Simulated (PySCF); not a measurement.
# Argon: a sound run and one with changed settings

Sound run: Ar²⁺ [Ne] 3s2 3p4, Ar³⁺ [Ne] 3s2 3p3. Calculation: PySCF 2.14, in cc-pV(T+d)Z (5s4p3d1f, 39 functions); no relativity, point nucleus. The sound run starts from symmetry-adapted Hartree-Fock orbitals and uses a fine grid where one is needed.

A second run was set up differently.

```csv
species,method,sound run (hartree),changed run (hartree),converged
Ar²⁺,UHF,-525.30838,-525.30838,yes
Ar²⁺,PBE,-525.74531,-527.66066,yes
Ar²⁺,PBE0,-525.78861,-526.79758,yes
Ar³⁺,UHF,-523.86083,-523.86083,yes
Ar³⁺,PBE,-524.24877,-525.59019,yes
Ar³⁺,PBE0,-524.29204,-525.01806,yes
```

Ionisation energy of Ar²⁺:

| method | sound run (eV) | changed run (eV) |
| --- | --- | --- |
| UHF | 39.390 | 39.390 |

Q: What was changed?
A. level shift left on
B. all electrons correlated in a valence basis
C. too few SCF iterations
D. angular grid far too coarse

A: D. It used 6 angular points. A coarse angular grid integrates products of high-l functions wrongly, so density functionals can shift, and the SCF can exploit the error; Hartree-Fock and MP2 need no grid.
